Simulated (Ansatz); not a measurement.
Cost and result for the atomization energy of GaH6NSi2 (`[NH]1[SiH2][SiH2][GaH]1`) (10 atoms, 10 bonds).

Z-matrix (Å, degrees):
```
Si
Si 1 2.351
Ga 1 2.903 2 53.3
N 1 1.739 2 91.0 3 0.1
H 1 1.493 2 115.9 3 -117.0
H 1 1.493 2 115.9 3 117.2
H 2 1.488 1 117.0 3 -114.0
H 2 1.488 1 117.0 3 114.1
H 3 1.562 1 157.8 2 -179.9
H 4 1.010 1 124.1 2 180.0
```

The species carries charge 0 and has multiplicity 1. Correlated methods include outer-core shells of Ga, which these sets cover unevenly. Scalar relativity is left out up to krypton. The structure was optimised at the PBE0-D4/def2-TZVP level. Program: Ansatz. All runs use 4 threads of an Arm Neoverse V1 on a shared host. Times are those of one run each, without the atoms' runs, and a repeat can differ threefold. Electronic energies, without spin–orbit coupling; frozen cores. CCSD(T)/CBS adds CCSD(T) − MP2 in def2-TZVPP to the MP2 limit, and its time is that of the two runs behind it. T1 = 0.015. With those shells the extrapolation isn't a true limit. B3LYP takes the VWN-RPA correlation (the form of Gaussian; ORCA's B3LYP/G).

CCSD(T)/CBS is a level of theory with its own doubt, some kJ/mol a heavy atom from the limit and from the frozen cores, so smaller differences don't rank the functionals.

```
                            level  functions  wall time
               BLYP-D4/def2-TZVPP        247      2.4 s
  PBE-D4/def2-TZVPP (with forces)        247      3.1 s
              BHLYP-D4/def2-TZVPP        247      4.6 s
B3LYP-D4/def2-TZVPP (with forces)        247        6 s
                 CCSD(T)/def2-SVP        112      6.5 s
            r2SCANh-D4/def2-TZVPP        247        7 s
              PBE-QIDH/def2-TZVPP        247        8 s
                B2PLYP/def2-TZVPP        247       10 s
                B97M-V/def2-TZVPP        247       11 s
               ωB97X-V/def2-TZVPP        247       14 s
                   MP2/def2-QZVPP        466       28 s
               CCSD(T)/def2-TZVPP        247    2.7 min
                CCSD(T)/CBS(def2)          –    3.2 min
```

(1) What atomization energy does each give, and how far from CCSD(T)/CBS? (An estimate is asked.)

Results:

(1) The calculation gave: 
```csv
level,atomization (kcal/mol),difference from CCSD(T)/CBS,per bond
BLYP-D4/def2-TZVPP,696.2,-12.2,-1.2
PBE-D4/def2-TZVPP (with forces),705.7,-2.7,-0.3
BHLYP-D4/def2-TZVPP,690.6,-17.8,-1.8
B3LYP-D4/def2-TZVPP (with forces),702.2,-6.2,-0.6
CCSD(T)/def2-SVP,651.1,-57.3,-5.7
r2SCANh-D4/def2-TZVPP,702.6,-5.8,-0.6
PBE-QIDH/def2-TZVPP,698.6,-9.8,-1.0
B2PLYP/def2-TZVPP,693.4,-15.0,-1.5
B97M-V/def2-TZVPP,711.9,3.5,0.3
ωB97X-V/def2-TZVPP,714.0,5.6,0.6
MP2/def2-QZVPP,701.1,-7.3,-0.7
CCSD(T)/def2-TZVPP,688.6,-19.8,-2.0
CCSD(T)/CBS(def2),708.4,0.0,0.0
```

In def2-TZVPP, CCSD(T) changes the Hartree–Fock value by +187.3 kcal/mol (the triples alone add +10.5 kcal/mol) and MP2 by +188.0 kcal/mol; breaking electron pairs costs correlation energy, which Hartree–Fock lacks. The D4 term adds +10.7 kcal/mol with B3LYP and +5.6 kcal/mol with PBE0; it sums over pairs of atoms, weighted by their polarisabilities, and B3LYP, whose exchange is more repulsive, gets the larger term. From r2SCAN to r2SCAN0 (25 % exact exchange), in def2-TZVPP and without D4, the atomization energy moves by −8.9 kcal/mol: exact exchange takes away binding that semilocal exchange gives to molecules.
